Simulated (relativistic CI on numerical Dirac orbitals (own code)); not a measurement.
## Pm59+: what numerical and physical settings do to a radial Dirac CI calculation

Reference input:

```
atom Pm  Z=61  charge=59  electrons=2
nucleus A=145  rms_radius_fm=4.9620
hamiltonian dirac-coulomb  breit=on  qed=on  c_scale=1
orbitals kli  potential=per-configuration
slater_scale 1
correlation none
mixing on
grid step=0.0125 r_max=2.3
scf mixing=0.4 start=green max_iterations=150 tolerance=2e-08 node_fill=0.05
configurations
  1s2
end
```

Computed lowest total energy -3876.60423 Ha, 7 SCF steps. Runs with settings changed; * marks those that are bad on purpose (the QED terms keep the true α when c is scaled):

| Changed | Outcome | Lowest level | ΔE (Ha) | First excitation (cm⁻¹) | SCF steps | Message |
| --- | --- | --- | --- | --- | --- | --- |
| QED terms off | converged | 1s2 1S_0 | -4.75 |  | 7 |  |
| nuclear radius 6.4506 fm | converged | 1s2 1S_0 | 0.299 |  | 7 |  |
| nuclear radius 4.4658 fm, start potential thomas-fermi, QED terms off | converged | 1s2 1S_0 | -4.84 |  | 6 |  |
| speed of light × 1.25 | converged | 1s2 1S_0 | 75.7 |  | 7 |  |
| speed of light × 0.2 * | not converged |  |  |  | 1 | SCF of 1s2 stopped: an orbital could not be found |
| Slater scale -1 * | converged | 1s2 1S_0 | 0 |  | 7 |  |
